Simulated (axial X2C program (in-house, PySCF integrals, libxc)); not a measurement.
**Worked dissociation energy of InI⁺: MP2, spin-free**

All values were computed with an in-house all-electron X2C program for linear molecules (integrals from PySCF). Spin-free means the one-electron spin-free X2C Hamiltonian. Basis: I dyall-cv3z [11s12p8d4f1g], In dyall-cv3z [11s12p9d4f1g] (cores contracted in-house); Gaussian nuclei, density fitting, unrestricted open shells. Masses: I 126.904 u, In 114.904 u.

Molecular state: M_S = 1/2, Λ = 0 (beyond evenly filled blocks: σα).

Correlated methods: 9 electrons correlated (number of frozen shells: I 4 s, 3 p, 2 d; In 4 s, 3 p, 2 d), 309 virtual spin orbitals or spinors in MP2.

```
E(I) (2M_S = 1, M_L = 0)   : -7112.875382 hartree
E(In+) (2M_S = 0, M_L = 0) : -5878.153632 hartree
E(InI⁺) at Re              : -12991.044884 hartree
ωe                         : 197.5 cm⁻¹
ωexe                       : 2.32 cm⁻¹
```

Work out De and D0.

De = -7112.875382 + (-5878.153632) − (-12991.044884) = 0.01587 hartree = 0.432 eV. The zero-point energy is ωe/2 − ωexe/4 = 98 cm⁻¹ = 0.012 eV, so D0 = 0.420 eV.

De is counted from the lowest determinant-based energies of the atoms at the same level, without counterpoise correction. The state is one determinant with fixed occupations, lowest in a PBE0 search at one distance only: followed along the bond, the 2c determinant Ω = 3/2 reaches 0.12 eV lower at PBE0, so the state shown is not the lowest. With the outer-core shells frozen, correlated bond lengths of heavy atoms tend to come out a few hundredths of an ångström too long. Spin-free De lacks the spin–orbit lowering of the heavy p-block atom, a tenth of an eV or more for 4p and 5p, up to an eV for 6p and one to two eV for 7p atoms, less what an open-shell molecule gains itself.

The levels of this run spread widely (ωe from 103 to 198 cm⁻¹), so these constants depend on the method.

Each atomic determinant is the lowest at this level and need not be a pure term. Totals compare only within one Hamiltonian and basis.
